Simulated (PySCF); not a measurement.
A calculated (PBE0, PySCF 2.14, x2c-SVPall, scalar relativity by spin-free X2C-1e) atom or ion has these occupied shells.

```
shell  electrons  orbital energy (eV)  rms radius, mean of both spins (bohr)
 1s α          1             -14217.1                                 0.0478
 1s β          1             -14217.0                                 0.0478
 2s α          1              -1899.4                                  0.199
 2s β          1              -1899.4                                  0.199
 2p α          3              -1680.2                                  0.177
 2p β          3              -1680.1                                  0.177
 3s α          1              -286.61                                  0.567
 3s β          1              -286.46                                  0.567
 3p α          3              -216.09                                  0.583
 3p β          3              -215.91                                  0.583
 3d α          5              -99.082                                  0.616
 3d β          5              -98.926                                  0.616
 4s α          1              -37.316                                   1.65
 4s β          1              -35.750                                   1.65
 4p α          3              -21.709                                   1.98
 4p β          2              -20.668                                   1.98
```

(1) Name the element and its charge.

## Answers

(1) Kr+ (krypton, charge +1), in [Ar] 3d10 4s2 4p5, 2P determinant.
